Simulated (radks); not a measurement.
Values are calculated unless marked as measured or tabulated.
Problem. Ionisation of the ytterbium ion Yb63+, [He] 2s2 2p3, to [He] 2s2 2p2 as the strength of local exchange is varied. Code: a radial shooting solver on a logarithmic mesh with Libxc functionals. Model: non-relativistic Kohn-Sham, Slater X-alpha exchange (alpha = 2/3 is LDA exchange), no correlation, spin-polarised, spherical densities, point nucleus; open shells are filled with parallel spins first (spin-orbit coupling, left out, can overturn this in heavy ions); relativity is left out, which matters for an element this heavy.

| alpha | E(Yb63+) (hartree) | exchange (hartree) | IE (eV) | -e of the level emptied (eV) | <r> of it (bohr) |
|---|---|---|---|---|---|
| 0.667 | -7654.4927 | -79.2689 | 14628.0 | 14476.6 (2p) | 0.07471 |
| 0.715 | -7660.1985 | -85.0135 | 14649.3 | 14498.7 (2p) | 0.07466 |
| 0.728 | -7661.7443 | -86.5702 | 14655.1 | 14504.7 (2p) | 0.07464 |
| 0.781 | -7668.0485 | -92.9210 | 14678.7 | 14529.1 (2p) | 0.07459 |
| 0.788 | -7668.8813 | -93.7603 | 14681.8 | 14532.4 (2p) | 0.07458 |
| 0.842 | -7675.3082 | -100.2385 | 14705.9 | 14557.3 (2p) | 0.07452 |
| 0.904 | -7682.6915 | -107.6849 | 14733.6 | 14586.0 (2p) | 0.07446 |
| x | -7698.9026 | -124.0502 | 14794.3 | 14649.0 (2p) | 0.07431 |

Which alpha was used in the last row?

Solution. alpha = 1.04. NIST Atomic Spectra Database: 14752 eV (theoretical). The Delta-SCF value meets it near alpha = 0.95. Relativity is left out here, which matters for elements this heavy. Open shells are spherical and high-spin; term and fine-structure splittings are not resolved.
